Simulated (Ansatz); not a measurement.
Mulliken charges of F$_{2}$HSn, SMILES `[F][SnH][F]` radical from r2SCAN/def2-TZVPP in Ansatz (PBE0-D4/def2-TZVP geometry).

```tsv
atom	x (Å)	y (Å)	z (Å)	charge (e)
F1	0.674	-1.226	1.047	-0.465
Sn2	-0.535	-0.042	0.142	1.018
F3	0.345	1.651	0.346	-0.465
H4	-0.428	-0.444	-1.555	-0.088
```

**Question.** By hand: the dipole of these point charges (1 e Å = 4.8032 D).

**Answer.** Σ q r = (-0.981, -0.201, -0.366) e Å, of length 1.066 e Å = 5.12 D.

**Question.** How does the dipole of the full density compare? (Estimate.)

**Answer.** The calculation gave: (-0.606, -0.142, -0.296) e Å, 3.31 D; the point charges give 1.55 times that, at 6° from its direction.

Point charges leave out the atoms' own dipoles, such as those of lone pairs, and Mulliken's split depends on the basis, so the two needn't agree.
